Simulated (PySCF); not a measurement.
## Correlation energy of Sr (strontium, neutral)

[Kr] 4d2, high-spin 3F determinant (an excited configuration). Calculation: PySCF 2.14, in x2c-TZVPPall with one added diffuse shell each of s, p, d, f type (9s7p7d3f1g, 95 functions); scalar relativity by spin-free X2C-1e. Frozen: [Kr]; 2 electrons correlated.

With two correlated electrons CCSD is exact within the correlated space (frozen core and kept virtual orbitals).

```json
{"level": "CCSD", "correlation energy (mhartree)": "-9.38"}
```

Diagnostics: T1 = 0.020, D1 = 0.0285, largest double amplitude 0.090.

**Question.** Is a single reference adequate?

**Answer.** Mostly. T1 lies below 0.03, but a double amplitude of this size points to a near-degeneracy that CCSD handles and MP2 describes poorly.
